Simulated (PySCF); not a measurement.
Gas-phase reaction: SnCl3 + HCl → SnCl4 + H

Computed with PySCF and rigid-rotor harmonic-oscillator thermochemistry at 1 bar. † marks an energy on the PBE0/def2-TZVP geometry and frequencies; other levels use their own. CCSD(T) freezes the core. Open shells (unrestricted): SnCl3 (multiplicity 2), H (multiplicity 2); the rest are closed-shell singlets. Sn: scalar-relativistic def2 core potential, no spin-orbit coupling. SnCl3: computed as isolated molecules; such fragments, hydroxides, amides, oligomers or adducts are transient or little studied in the gas. CCSD(T) isn't extrapolated to the basis-set limit. The harmonic model lacks anharmonicity and excited electronic states, which grow with temperature; levels with a mode under 35 cm⁻¹ are left out. Soft modes under 120 cm⁻¹ make the harmonic entropy rough for SnCl3, SnCl4.

| level | ΔE electronic, kJ | ΔH°(298 K), kJ | ΔS°(298 K), J/K | ΔG°(1600 K), kJ |
|---|---|---|---|---|
| CCSD(T)/def2-SVP† | 84 | 72 | -55 | 141 |
| M06-2X/def2-TZVP† | 92 | 81 | -55 | 149 |
| PBE/def2-SVP | 107 | 95 | -56 | 165 |
| PBE0/def2-SVP† | 98 | 86 | -55 | 155 |
| LDA/def2-TZVP† | 110 | 99 | -55 | 167 |
| ωB97M-V/def2-TZVP† | 91 | 80 | -55 | 148 |
ΔH° is lowest at CCSD(T)/def2-SVP† and highest at LDA/def2-TZVP†. No reference value is set beside these.
